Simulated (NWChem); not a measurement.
SbH₃Te; SMILES [SbH2][TeH]

```xyz
5

Sb     0.0243     1.3856     0.0005
H     -1.1958     1.5097     1.2023
H     -1.1629     1.5146    -1.2337
Te    -0.0103    -1.3897     0.0001
H      1.6536    -1.4241     0.0012
```
Atoms are numbered in this order, from 1.

All runs: NWChem. All runs use the structure optimised with PBE0/def2-SVP. def2 effective core potentials on Sb, Te; no spin-orbit coupling. Vertical excitations in the gas phase; the lowest state need not have the same character in each row.

```csv
level,"lowest excitation, singlet (eV)",oscillator strength of that lowest state,"lowest state with f > 0.02, singlet (eV)",orbital gap (eV)
"PBE/def2-SVPD, full TDDFT",___,0.005,___,___
"B3LYP/def2-SVPD, full TDDFT",3.28,0.004,4.98,4.25
"PBE0/def2-SVPD, full TDDFT",3.40,0.004,4.87,4.68
```

Q: Fill in the missing entries.

A: 
- PBE/def2-SVPD, full TDDFT, lowest excitation, singlet (eV): 3.16
- PBE/def2-SVPD, full TDDFT, lowest state with f > 0.02, singlet (eV): 4.78
- PBE/def2-SVPD, full TDDFT, orbital gap (eV): 2.98
